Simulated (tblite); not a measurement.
Compound: C₇H₇FO.
Numbering: `[CH:1]#[C:2][C@@H:3]1[CH2:4][O:5][CH:6]=[CH:7][C@H:8]1[F:9]` (hydrogens: H10 on C1; H11 on C3; H12, H13 on C4; H14 on C6; H15 on C7; H16 on C8)

Computed with GFN2-xTB (tblite), gas phase: Langevin dynamics at 300 K from the optimised GFN2-xTB geometry, time step 0.5 fs, friction 0.01 fs⁻¹, 2000 steps. The instantaneous temperature is 2·E(kin)/(3Nk) with all 3N coordinates.

```tsv
t (fs)	T (K)	E(pot) above start (eV)	C1≡C2 (Å)	C2–C3 (Å)	C3–C4 (Å)	C4–O5 (Å)	O5–C6 (Å)	C1–H10 (Å)
0	244	0.000	1.196	1.450	1.536	1.414	1.346	1.049
25	144	0.298	1.199	1.456	1.543	1.488	1.348	1.062
50	193	0.327	1.202	1.456	1.476	1.451	1.332	1.045
75	228	0.284	1.193	1.499	1.507	1.377	1.339	1.052
100	184	0.368	1.211	1.501	1.586	1.408	1.383	1.044
125	230	0.304	1.204	1.440	1.533	1.421	1.387	1.072
150	257	0.377	1.199	1.453	1.537	1.428	1.359	1.017
175	232	0.396	1.208	1.472	1.557	1.425	1.338	1.085
200	172	0.667	1.191	1.403	1.523	1.435	1.319	1.019
225	182	0.735	1.178	1.436	1.525	1.456	1.327	1.095
250	274	0.676	1.212	1.426	1.563	1.434	1.342	1.008
275	357	0.540	1.208	1.422	1.566	1.392	1.369	1.085
300	394	0.647	1.190	1.425	1.511	1.399	1.381	0.994
325	375	0.444	1.188	1.480	1.571	1.391	1.385	1.089
350	301	0.568	1.214	1.406	1.543	1.397	1.381	1.037
375	223	0.807	1.184	1.407	1.514	1.451	1.364	1.103
400	376	0.549	1.188	1.491	1.560	1.421	1.395	1.024
425	351	0.759	1.210	1.463	1.554	1.356	1.388	1.083
450	410	0.570	1.199	1.447	1.598	1.416	1.366	1.056
475	365	0.609	1.187	1.415	1.637	1.457	1.319	1.042
500	382	0.585	1.211	1.456	1.475	1.411	1.302	1.085
525	203	0.828	1.192	1.503	1.477	1.457	1.374	1.036
550	325	0.538	1.193	1.468	1.512	1.467	1.351	1.045
575	370	0.487	1.222	1.476	1.586	1.382	1.333	1.063
600	409	0.377	1.203	1.498	1.602	1.372	1.341	1.072
625	272	0.715	1.170	1.407	1.544	1.430	1.360	1.020
650	364	0.533	1.197	1.428	1.540	1.474	1.360	1.048
675	367	0.444	1.210	1.476	1.555	1.436	1.323	1.041
700	324	0.675	1.186	1.455	1.542	1.374	1.327	1.050
725	331	0.791	1.183	1.395	1.642	1.451	1.371	1.019
750	310	0.640	1.202	1.387	1.614	1.403	1.337	1.062
775	294	0.514	1.200	1.463	1.558	1.348	1.329	1.048
800	364	0.390	1.182	1.434	1.509	1.468	1.329	1.052
825	248	0.711	1.199	1.426	1.464	1.481	1.352	1.062
850	237	0.595	1.213	1.483	1.527	1.393	1.335	1.039
875	246	0.569	1.180	1.454	1.513	1.392	1.366	1.088
900	284	0.712	1.204	1.455	1.580	1.506	1.379	1.001
925	344	0.582	1.195	1.457	1.510	1.453	1.304	1.110
950	321	0.594	1.211	1.458	1.509	1.425	1.311	0.987
975	291	0.503	1.182	1.458	1.525	1.443	1.359	1.099
1000	327	0.492	1.219	1.441	1.535	1.438	1.367	1.022
```

Q: From 500 fs on, how do temperature and potential energy compare with equipartition?

A: The mean temperature of these 21 frames is 315 K against the target 300 K, and the mean potential energy 0.58 eV against 42 × kT/2 = 0.54 eV for 42 classical harmonic modes. For 16 atoms in a canonical ensemble the temperature itself scatters by T·√(2/(3N)) = 61 K; here its standard deviation is 52 K. The whole run lasts only 10 friction times of 100 fs, so these averages carry a wide statistical error.

Q: What are the kinetic and total energies of the listed frame with the highest potential energy?

A: The one at 525 fs, 0.828 eV above the start. Its kinetic energy is 3NkT/2 = 0.420 eV at 203 K, so the sum is 1.25 eV; over the listed frames the sum runs from 0.50 to 1.49 eV, since the thermostat adds and removes energy.

Q: How much do the listed bonds fluctuate from 500 fs on?

A: 
| bond | at the start (Å) | mean (Å) | standard deviation (Å) |
| --- | --- | --- | --- |
| C1≡C2 | 1.196 | 1.198 | 0.013 |
| C2–C3 | 1.450 | 1.451 | 0.030 |
| C3–C4 | 1.536 | 1.539 | 0.045 |
| C4–O5 | 1.414 | 1.429 | 0.041 |
| O5–C6 | 1.346 | 1.343 | 0.022 |
| C1–H10 | 1.049 | 1.050 | 0.030 |

The motion is classical and holds no zero-point motion.

The cost below is that of the whole dynamics run. The run took 12 s of wall time on one thread, Arm Neoverse V1 (aarch64), on a shared host, and the process peaked at 0.18 GiB of memory.
